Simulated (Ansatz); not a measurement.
Coupled-cluster diagnostics for SiCl4, Ansatz.

Geometry of the singlet (PBE-D4/def2-SVP):

```
atom   x (Å)   y (Å)   z (Å)
 Si1  -0.001   0.000   0.000
 Cl2   1.366  -1.416   0.581
 Cl3  -1.434  -0.875  -1.180
 Cl4   0.953   1.474  -1.061
 Cl5  -0.886   0.818   1.661
```

Correlated methods freeze 25 core orbitals.

(1) Estimate the CCSD(T) correlation energy, the shares of MP2 and (T), T1 and the reference's ⟨S²⟩ for: charge 0, singlet, own geometry in def2-TZVPP; and the rough time on 2 threads of Arm Neoverse V1 on a shared host.

Answers

(1) 
```csv
state,basis,correlation (eV),MP2 share (%),(T) share (%),T1,⟨S²⟩ (pure),wall time
"charge 0, singlet, own geometry",def2-TZVPP,-26.263,89.5,4.3,0.009,0.00 (0.00),1.8 min
```
Customary marks for T1 are 0.02 (closed shells), 0.045 (open shells) and about 0.05 (3d metals). T1 stays under 0.02 throughout.
